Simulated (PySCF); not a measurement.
Geometry:
| atom | x (Å) | y (Å) | z (Å) |
| --- | --- | --- | --- |
| C1 | -3.789 | -1.751 | 0.478 |
| C2 | -2.695 | -1.082 | 0.870 |
| C3 | -1.527 | -0.859 | 0.043 |
| C4 | -0.455 | -0.183 | 0.478 |
| O5 | 0.622 | 0.001 | -0.338 |
| C6 | 1.688 | 0.695 | 0.144 |
| C7 | 2.764 | 0.781 | -0.892 |
| O8 | 1.727 | 1.153 | 1.250 |
| H9 | -3.866 | -2.184 | -0.524 |
| H10 | -4.642 | -1.888 | 1.147 |
| H11 | -2.661 | -0.664 | 1.883 |
| H12 | -1.519 | -1.259 | -0.977 |
| H13 | -0.359 | 0.256 | 1.474 |
| H14 | 3.119 | -0.231 | -1.141 |
| H15 | 2.362 | 1.220 | -1.816 |
| H16 | 3.593 | 1.386 | -0.510 |

PySCF 2.14 calculation with GIAO PBE0/pcSseg-1 shieldings and geometry from PBE0-D3(BJ)/def2-SVP; relativity neglected, no solvent, equivalent nuclei averaged, single conformer.

References, each an isolated molecule treated in the same way: 13C (σref 184.41) against TMS.

Q: Do the 13C shifts follow the atomic charges (in e)? Tabulate both.

A: 
```tsv
atoms	hybridisation	δ (ppm)	σ para (ppm)	Hirshfeld	IAO	Mulliken	ESP-fitted
C6	sp2	169.6	-235	+0.22	+0.53	+0.37	+0.91
C4	sp2	145.9	-216	+0.02	+0.04	+0.16	+0.03
C2	sp2	140.8	-211	-0.05	-0.13	-0.19	-0.09
C1	sp2	124.0	-191	-0.10	-0.32	-0.17	-0.45
C3	sp2	120.2	-192	-0.07	-0.18	-0.14	-0.23
C7	sp3	21.6	-86	-0.12	-0.47	-0.25	-0.71
```

Correlation coefficients of δ with charge over these carbons: Hirshfeld +0.67, IAO +0.78, Mulliken +0.67, ESP-fitted +0.78; with the paramagnetic shielding -1.00. Among the 5 sp2 carbons alone: Hirshfeld +0.95, IAO +0.94, Mulliken +0.88, ESP-fitted +0.94. With so few points, grouped by hybridisation, these coefficients are fragile. Charge is one influence among several: hybridisation and low-lying excitations act through the paramagnetic term.

Shifts are as computed. Against solution values, carbons near 30 ppm lie about +2 ppm off and those near 130 ppm about +5 ppm. Of 1211 compounds with measured shifts, 218 miss one by over three times the rms of a fit or turn the order of signals round; such compounds aren't used in these exercises.
